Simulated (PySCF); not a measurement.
C$_{3}$H$_{3}$ (SMILES [C]1=CC1), doublet, geometry from GFN2-xTB. Base run: DF-PBE0/def2-TZVP (PySCF).

Input for PySCF:
```python
from pyscf import gto, scf, dft

mol = gto.M(
    atom='''
C     0.016669   -0.110918    0.826671
C     0.004089   -0.699050   -0.533825
C    -0.021629    0.582254   -0.592081
H     0.937550   -0.073548    1.395990
H    -0.884396   -0.108661    1.428017
H    -0.047925    1.548496   -1.028600
''',
    basis='def2-tzvp',
    charge=0,
    spin=1,
    verbose=4,
)

mf = dft.UKS(mol)
mf.xc = 'pbe0'
mf = mf.density_fit(auxbasis='def2-universal-jkfit')
mf.kernel()
```

The base run was repeated with changes; each row names its change, and settings that it needs were set with it.

| change | basis functions | E (Eh) | HOMO (eV) | dipole (D) | core-seconds (rough) |
|---|---|---|---|---|---|
| base | 111 | -115.83424 | -7.22 | 1.59 | 7 |
| basis = 6-31G* | 48 | -115.79000 | -6.94 | 1.49 | 4 |
| basis = def2-SVP | 57 | [?] | [?] | [?] | 5 |
| basis = pcseg-1 | 57 | [?] | -7.25 | [?] | 5 |
| basis = cc-pVDZ | 57 | [?] | [?] | [?] | 6 |
| basis = 6-31+G* | 60 | -115.79557 | -7.18 | 1.62 | 5 |
| basis = def2-SVPD | 84 | -115.71297 | -7.26 | 1.54 | 7 |
| basis = aug-pcseg-1 | 96 | -115.77323 | -7.24 | 1.57 | 7 |
| basis = aug-cc-pVDZ | 96 | -115.80548 | -7.21 | 1.59 | 7 |
| basis = 6-311+G(2d,p) | 99 | -115.82385 | -7.25 | 1.61 | 7 |
| basis = def2-TZVPP | [?] | [?] | [?] | 1.58 | 10 |
| basis = def2-TZVPD | 138 | -115.83456 | -7.24 | 1.58 | 9 |
| basis = aug-cc-pVTZ | 207 | -115.83294 | -7.24 | 1.58 | 20 |

Question: Some entries are withheld; supply them.

Answer: 
- basis = def2-SVP, E (Eh): -115.70861
- basis = def2-SVP, HOMO (eV): -7.20
- basis = def2-SVP, dipole (D): 1.51
- basis = pcseg-1, E (Eh): -115.76848
- basis = pcseg-1, dipole (D): 1.56
- basis = cc-pVDZ, E (Eh): -115.80004
- basis = cc-pVDZ, HOMO (eV): -7.09
- basis = cc-pVDZ, dipole (D): 1.53
- basis = def2-TZVPP, basis functions: 135
- basis = def2-TZVPP, E (Eh): -115.83527
- basis = def2-TZVPP, HOMO (eV): -7.23

Totals compare only among sets that treat the same electrons; sets with core potentials leave the core out.

Open shells are given as the SCF converged; they aren't shown to be the lowest states, and a large step between rows can be another state.
